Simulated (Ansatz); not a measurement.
Program: Ansatz. Geometries: PBE0-D4/def2-TZVP. ΔE: electronic, gas phase. CCSD(T)/CBS adds triple-zeta CCSD(T) − MP2 to the extrapolated MP2 energy (def2 sets, frozen cores). This one scheme is used for every species. Functionals use def2-TZVPP. B3LYP here is the variant with VWN-RPA as its local correlation; programs differ in this. def2 core potentials past Kr. For Se, Sn outer-core shells are correlated without core-valence functions, which leaves a few kJ/mol of doubt a bond. Scalar relativity is left out up to krypton. One conformer a species, not always the lowest.

Reaction (formal hydrolysis of the Sn–Se bond): `C[O][SnH2][SeH]` + H₂O → `C[O][SnH2][OH]` + H₂Se

```json
{"level": "PBE-D4", "ΔE (kJ/mol)": "68.1", "difference from CCSD(T)/CBS": "0.3"}
{"level": "PBE0-D4", "ΔE (kJ/mol)": "71.3", "difference from CCSD(T)/CBS": "3.5"}
{"level": "B3LYP-D4", "ΔE (kJ/mol)": "63.6", "difference from CCSD(T)/CBS": "-4.2"}
{"level": "ωB97X-V", "ΔE (kJ/mol)": "57.8", "difference from CCSD(T)/CBS": "-10.0"}
{"level": "B2PLYP", "ΔE (kJ/mol)": "58.9", "difference from CCSD(T)/CBS": "-8.9"}
{"level": "PBE", "ΔE (kJ/mol)": "64.2", "difference from CCSD(T)/CBS": "-3.6"}
{"level": "r2SCAN", "ΔE (kJ/mol)": "62.3", "difference from CCSD(T)/CBS": "-5.5"}
{"level": "PBE0", "ΔE (kJ/mol)": "67.6", "difference from CCSD(T)/CBS": "-0.2"}
{"level": "HF/def2-TZVPP", "ΔE (kJ/mol)": "55.5", "difference from CCSD(T)/CBS": "-12.3"}
{"level": "MP2/def2-TZVPP", "ΔE (kJ/mol)": "66.8", "difference from CCSD(T)/CBS": "-1.0"}
{"level": "SCS-MP2/def2-TZVPP", "ΔE (kJ/mol)": "59.3", "difference from CCSD(T)/CBS": "-8.5"}
{"level": "CCSD/def2-TZVPP", "ΔE (kJ/mol)": "59.7", "difference from CCSD(T)/CBS": "-8.1"}
{"level": "HF/def2-QZVPP", "ΔE (kJ/mol)": "54.5", "difference from CCSD(T)/CBS": "-13.3"}
{"level": "MP2/def2-QZVPP", "ΔE (kJ/mol)": "70.4", "difference from CCSD(T)/CBS": "2.6"}
{"level": "MP2/CBS(def2)", "ΔE (kJ/mol)": "73.7", "difference from CCSD(T)/CBS": "5.9"}
{"level": "CCSD/CBS(def2)", "ΔE (kJ/mol)": "66.7", "difference from CCSD(T)/CBS": "-1.1"}
{"level": "CCSD(T)/CBS", "ΔE (kJ/mol)": "67.8", "difference from CCSD(T)/CBS": "0"}
```

Largest T1 diagnostic among the species: 0.014.

From PBE to PBE0 (25 % exact exchange), in def2-TZVPP and without D4, ΔE moves by +3.4 kJ/mol. In def2-TZVPP, CCSD(T) changes the Hartree–Fock value by +5.3 kJ/mol (the triples alone add +1.1 kJ/mol) and MP2 by +11.3 kJ/mol.
